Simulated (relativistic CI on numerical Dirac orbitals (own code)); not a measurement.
Sensitivity of the levels of Hf9+ to α and to the nuclear radius

These numbers are calculated, not measured: Dirac-Coulomb-Breit CI, KLI orbitals optimised for each configuration, derivatives by finite differences, unscaled Slater integrals, QED left out (own radial code, finite nucleus).

CI space (outside the closed core [Kr] 4d10): 4f¹³5s²5p², 4f¹²5s²5p³, 4f¹⁴5s²5p, 4f¹³5s5p³, 4f¹²5s5p⁴, 4f¹⁴5s²5d, 4f¹⁴5s5p², 4f¹³5p⁴, 4f¹²5p⁵. Double excitations out of closed p, d and f shells are left out; levels of such configurations are missing from the list, as are those of other unlisted configurations, and high levels can miss mixing partners.

With x = (α/α₀)² − 1 an excitation energy changes as ω = ω₀ + qx; K = 2q/ω₀ is the relative enhancement. Terms are leading LS components, so labels can repeat. The field-shift factor is F = δν/δ⟨r²⟩ for the transition from the lowest level.

Lowest level 4f¹²5s²5p³ ⁴I°15/2.

```tsv
Level	ω₀ (cm⁻¹)	q (cm⁻¹)	K	F (GHz/fm²)
4f¹²5s²5p³ ⁴G°11/2	6575.1	-125.1	-0.0381	0.134
4f¹²5s²5p³ ²G°9/2	8039.3	2591	0.645	0.0805
4f¹²5s²5p³ ⁴H°13/2	10335.8	5983	1.16	-0.535
4f¹²5s²5p³ ⁴F°9/2	12606.4	741.1	0.118	0.0355
4f¹²5s²5p³ ⁴G°7/2	13375.7	7153	1.07	0.374
4f¹²5s²5p³ ⁴G°5/2	15431.0	7340	0.951	0.263
4f¹²5s²5p³ ⁴G°11/2	16576.7	6369	0.768	-0.481
4f¹²5s²5p³ ⁴F°7/2	18846.6	8786	0.932	0.197
4f¹²5s²5p³ ⁴I°13/2	19193.6	10380	1.08	0.624
4f¹³5s²5p² ²F°7/2	23907.7	73430	6.14	-19.2
4f¹²5s²5p³ ⁴H°9/2	23982.6	12070	1.01	0.219
4f¹²5s²5p³ ⁶F°5/2	24452.0	8876	0.726	0.54
4f¹²5s²5p³ ⁴H°11/2	26673.2	14480	1.09	0.132
4f¹²5s²5p³ ⁶F°3/2	27655.3	10890	0.788	0.266
4f¹²5s²5p³ ²F°5/2	27932.4	14200	1.02	0.554
4f¹²5s²5p³ ²H°11/2	29895.9	12790	0.856	0.683
4f¹²5s²5p³ ⁴G°7/2	30195.5	11570	0.767	0.169
4f¹²5s²5p³ ⁴D°1/2	31695.5	14920	0.941	0.179
4f¹²5s²5p³ ⁴G°9/2	31760.3	13340	0.84	0.416
4f¹²5s²5p³ ²F°7/2	32814.9	12330	0.751	0.584
4f¹²5s²5p³ ⁴F°5/2	33955.9	8449	0.498	0.31
4f¹²5s²5p³ ⁴F°9/2	35521.0	17830	1	0.162
4f¹²5s²5p³ ²G°7/2	38306.3	10270	0.536	0.148
```

At this charge transitions that keep the count of f electrons are usually good to a few per cent. Terms inside the open d or f shell come out 10 to 20 % too wide with unscaled integrals. Levels and lines within the n = 5 or 6 shells can be off by up to 10 % or somewhat more, and those that change n by about 2 %, since core polarisation is missing. Levels that differ in their count of f electrons can be misplaced by several ten thousand cm⁻¹, since the correlation energy of f electrons is missing or only estimated; rates across such gaps can be off by orders of magnitude. The computed lowest level isn't the tabulated ground level, which NIST ASD gives as 4f13 5p2 4F°7/2; for such ions that label comes from theory and may be the wrong one.
